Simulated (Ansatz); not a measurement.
Level of theory: frozen-core CCSD(T)/cc-pVTZ // r2SCAN-D4/def2-TZVP (Ansatz, an electronic-structure program).

Ansatz 0.2 input:
```yaml
crystal:
  periodic: [false, false, false]
  atoms:
    - { symbol: C, position_ang: [-0.654022, 0.031403, 0.037141] }
    - { symbol: C, position_ang: [0.781277, 0.180367, -0.296667] }
    - { symbol: F, position_ang: [1.366883, -0.913583, -0.805183] }
    - { symbol: F, position_ang: [1.548422, 0.676527, 0.684951] }
    - { symbol: H, position_ang: [-1.056132, 0.987636, 0.370443] }
    - { symbol: H, position_ang: [-0.784108, -0.706757, 0.839962] }
    - { symbol: H, position_ang: [-1.203926, -0.304448, -0.841482] }
basis:
  gaussian: { orbitals: cc-pVTZ }
correlation:
  method: ccsd_t
magnetization:
  spin_polarized: true
  initial_magnetization: 1
```

Output:

```
Functional definition: HF
965 factors; integrals over basis functions are off by at most 9.3e-4 eV
mean field evaluation 1: about -7518.9829 eV, gradient 2.4e1 eV
mean field evaluation 2: about -7518.9888 eV, gradient 2.4e1 eV
mean field evaluation 4: about -7521.7110 eV, gradient 3.2e0 eV
mean field evaluation 8: about -7521.8133 eV, gradient 2.2e-1 eV
mean field evaluation 16: about -7521.7914 eV, gradient 1.1e0 eV
mean field -7521.81415491 eV, -276.4215717241 hartree, gradient 2.8e-6 eV, S^2 0.756470; 0 other end points of the search recorded, 0 dependent functions left out
4 core orbitals not correlated
reference -7521.81415491 eV, -276.4215717241 hartree; 13, 12 occupied and 145, 146 virtual orbitals, 965 factors
second order -22.03847242 eV of doubles, -0.00000000 eV of singles
cycle   1  -22.02937991 eV  change    9.1e-3 eV  update   9.4e-2
cycle   2  -22.49521257 eV  change   -4.7e-1 eV  update   2.7e-2
cycle   3  -22.61156037 eV  change   -1.2e-1 eV  update   1.6e-2
cycle   4  -22.60031859 eV  change    1.1e-2 eV  update   4.9e-3
cycle   5  -22.59941360 eV  change    9.0e-4 eV  update   2.4e-3
cycle   6  -22.60075016 eV  change   -1.3e-3 eV  update   7.1e-4
cycle   7  -22.60062017 eV  change    1.3e-4 eV  update   2.9e-4
cycle   8  -22.60062161 eV  change   -1.4e-6 eV  update   1.0e-4
cycle   9  -22.60065797 eV  change   -3.6e-5 eV  update   4.6e-5
cycle  10  -22.60063672 eV  change    2.1e-5 eV  update   1.9e-5
perturbative correction -0.75215257 eV, -0.0276410973 hartree
Total energy: -7545.16694420 eV, -277.2797709014 hartree
```

Cost: very roughly 6 core-minutes.
